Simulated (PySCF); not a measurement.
C2H5ClOSi2, SMILES O[Si@@H]1[SiH2]C=C1Cl.

Coordinates come from a B3LYP-D3(BJ)/def2-SVP optimisation. The structure was generated by enumeration; whether it is a known compound was not checked. Other conformers were not sampled.

Two levels are set side by side: PBE/def2-TZVP (PySCF) and M06-2X/def2-TZVP (PySCF). Same geometry, gas phase. Differences are taken from unrounded values.

```json
[
 {"quantity": "orbital gap (eV)", "M06-2X": "8.38", "PBE": "4.31", "PBE minus M06-2X": "-4.07"},
 {"quantity": "highest occupied level (eV)", "M06-2X": "-8.65", "PBE": "-6.41", "PBE minus M06-2X": "2.24"},
 {"quantity": "lowest empty level (eV)", "M06-2X": "-0.27", "PBE": "-2.10", "PBE minus M06-2X": "-1.83"},
 {"quantity": "dipole moment (D)", "M06-2X": "2.06", "PBE": "1.69", "PBE minus M06-2X": "-0.37"},
 {"quantity": "mean polarisability (bohr³)", "M06-2X": "90.6", "PBE": "95.3", "PBE minus M06-2X": "4.7"}
]
```

Without exact exchange PBE keeps part of each electron's self-repulsion, which lifts occupied levels and narrows the gap. Loosely held outer electrons make PBE densities more polarisable. Differences between two approximate levels are no errors against the true value.

Rough cost on one machine, each run with all the roots and properties that it gave: M06-2X against PBE about 3 times.
